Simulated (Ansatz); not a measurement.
Program: Ansatz. Geometries: PBE0-D4/def2-TZVP. ΔE: electronic, gas phase. CBS: MP2 limit from def2 TZ/QZ plus the TZ coupled-cluster correction, frozen cores. def2 core potentials past Kr. For Br, Te outer-core shells are correlated without core-valence functions, which leaves a few kJ/mol of doubt a bond. Scalar relativity is left out up to krypton. Each species was taken in one conformer, which may not be the lowest.

`CC[Te][SiH3]` + `C[Si](O)(O)Br` → `C[Si](O)(Br)O[SiH3]` + `CC[TeH]`  (ligand exchange at the Si–Te bond)

`CC[Te][SiH3]`:

```xyz
12

C     1.871   -0.182    1.266
C     0.692   -0.380    0.339
Te   -0.520    1.414    0.259
Si   -2.155    0.467   -1.351
H     2.514    0.634    0.929
H     2.479   -1.091    1.303
H     1.548    0.043    2.285
H     0.041   -1.185    0.680
H     1.011   -0.590   -0.681
H    -3.161    1.526   -1.613
H    -1.493    0.080   -2.625
H    -2.828   -0.736   -0.793
```

`C[Si](O)(O)Br`:

Cartesian coordinates in Å:
```
C -0.327 -1.105 -0.838
Si 0.155 0.347 0.184
O -0.894 0.687 1.391
O 1.622 0.033 0.814
Br 0.235 2.180 -1.108
H -1.290 -0.935 -1.322
H -0.407 -1.990 -0.202
H 0.421 -1.297 -1.609
H -1.503 1.414 1.256
H 1.989 0.666 1.433
```

`C[Si](O)(Br)O[SiH3]`:

Cartesian coordinates in Å:
```
C 1.335 0.768 1.472
Si -0.271 0.334 0.691
O -1.322 1.542 0.989
Br -1.085 -1.564 1.561
O -0.108 0.071 -0.901
Si -0.289 -1.045 -2.093
H 2.067 -0.025 1.311
H 1.212 0.918 2.546
H 1.720 1.692 1.032
H -2.245 1.413 0.766
H 0.174 -0.421 -3.355
H -1.717 -1.433 -2.221
H 0.528 -2.249 -1.800
```

`CC[TeH]`:

Z-matrix (Å, degrees):
```
C
C 1 1.514
H 1 1.094 2 110.3
H 1 1.093 2 111.6 3 119.5
H 1 1.093 2 111.6 3 -119.6
Te 2 2.158 1 109.9 3 -180.0
H 2 1.089 1 111.7 3 -61.2
H 2 1.089 1 111.7 3 61.3
H 6 1.658 2 94.0 1 -179.8
```

```
              species  CCSD/def2-TZVPP energy (Eh)
       `CC[Te][SiH3]`                   -637.35485
      `C[Si](O)(O)Br`                  -3053.21357
`C[Si](O)(Br)O[SiH3]`                  -3343.50350
            `CC[TeH]`                   -347.08532
```

(1) Work out ΔE.

Largest T1 diagnostic among the species: 0.010.

Answers

(1) ΔE = (-3343.50350) + (-347.08532) − (-637.35485) − (-3053.21357) = -0.02040 Eh = -12.8 kcal/mol. CCSD(T)/CBS gives -10.8 kcal/mol.

From BLYP to BHLYP (50 % exact exchange), in def2-TZVPP and without D4, ΔE moves by −2.9 kcal/mol. At CCSD(T), def2-SVP lies −0.8 kcal/mol from the extrapolated value and def2-TZVPP −1.2 kcal/mol. In def2-TZVPP, CCSD(T) changes the Hartree–Fock value by +4.2 kcal/mol (the triples alone add +0.9 kcal/mol) and MP2 by +5.5 kcal/mol.
